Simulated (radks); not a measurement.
The numbers below are computed, except where a source is named.
Problem. All-electron atom: neutral boron in [He] 2s2 2p1. Level of theory: non-relativistic Kohn-Sham, PBE, spin-polarised, spherical densities, point nucleus; open shells are filled with parallel spins first (a radial shooting solver on a logarithmic mesh with Libxc functionals). Some entries of the table are withheld. Estimate them.

| orbital | occ. | eigenvalue (hartree) | <r^2> (bohr^2) | <r> (bohr) |
|---|---|---|---|---|
| 1s up | 1 | -6.63355 | 0.1477 | (1) |
| 1s down | 1 | -6.62291 | 0.1473 | (2) |
| 2s up | 1 | -0.36391 | 4.530 | 1.939 |
| 2s down | 1 | -0.31976 | 4.706 | 1.971 |
| 2p up | 1 | -0.14777 | (3) | 2.255 |
| 2p down | 0 | -0.10826 | (4) | 2.368 |

Solution. 
(1) 1s up <r> (bohr): 0.3297
(2) 1s down <r> (bohr): 0.3293
(3) 2p up <r^2> (bohr^2): 6.570
(4) 2p down <r^2> (bohr^2): 7.341
